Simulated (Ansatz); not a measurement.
Geometry optimisation, RKS BLYP-D4/6-31G* in Ansatz 0.2.0.

Input:

```yaml
crystal:
  periodic: [false, false, false]
  atoms:
    - { symbol: Si, position_ang: [0.0, 0.0, 0.0] }
    - { symbol: H, position_ang: [0.0, 0.0, 1.81] }
    - { symbol: Cl, position_ang: [2.0086, 0.0, -0.7093] }
    - { symbol: H, position_ang: [-0.6877, 1.1914, -0.4862] }
    - { symbol: Cl, position_ang: [-1.0032, -1.7381, -0.7093] }
    - { symbol: O, position_ang: [1.0334, -1.5693, 0.6243] }
    - { symbol: H, position_ang: [0.4671, -2.4013, 0.5398] }
    - { symbol: H, position_ang: [0.5283, -0.8022, 1.7351] }
basis:
  gaussian: { orbitals: "6-31G*" }
hamiltonian:
  xc: blyp
  dispersion: d4
relax:
  f_tol: 0.15
  max_steps: 25
  restrain:
    - { distance: [0, 5], at: 1.68, k: 30.0 }
    - { distance: [7, 1], at: 0.66, k: 30.0 }
    - { distance: [0, 1], at: 2.66, k: 30.0 }
    - { distance: [7, 5], at: 2.21, k: 30.0 }
```

Command:

```bash
$ ansatz run input.yaml --threads 1 --pin off --max-ram 2048MiB --backend cpu --events-out ev --progress --plain --runs-dir out
```

Problem. Where does it end, and by what steps?

Solution. The run converged. The restraints hold the end off the free minimum; the threshold counts their pulls, which the force column leaves out. Restrained pairs: Si1–O6 (1.98 → 1.67 Å), H2–H8 (0.96 → 0.71 Å), Si1–H2 (1.81 → 2.67 Å), O6–H8 (1.44 → 2.22 Å). After 16 steps the energy has fallen by 4.778 eV (the restraints' own energy left out); Cl5 moved furthest, 1.31 Å.

```csv
step,energy less start (eV),largest force component (eV/Å),accepted
0,0.0000,4.075,yes
1,-0.3640,3.499,yes
2,-1.3216,3.144,yes
3,-2.8980,1.828,yes
4,-3.7134,1.186,yes
5,-4.1229,0.852,yes
6,-4.4459,0.912,yes
7,-4.6123,1.194,yes
8,-4.6528,0.705,no
9,-4.6481,1.227,yes
10,-4.6856,1.084,yes
11,-4.7106,1.333,yes
12,-4.7466,1.467,yes
13,-4.7778,1.333,no
14,-4.7595,1.426,yes
15,-4.7799,1.360,yes
16,-4.7781,1.483,yes
```

```xyz
8
Properties=species:S:1:pos:R:3
Si 0.050 -0.598 -0.284
H 0.620 0.548 2.062
Cl 1.773 0.400 -0.879
H -0.920 0.380 0.244
Cl -0.778 -1.498 -1.980
O 0.358 -1.775 0.861
H 0.549 -2.659 0.479
H 0.695 -0.117 2.302
```

Time of the run: 50 s on 1 thread of Arm Neoverse V1, with other jobs on the host, peak memory 0.12 GiB.
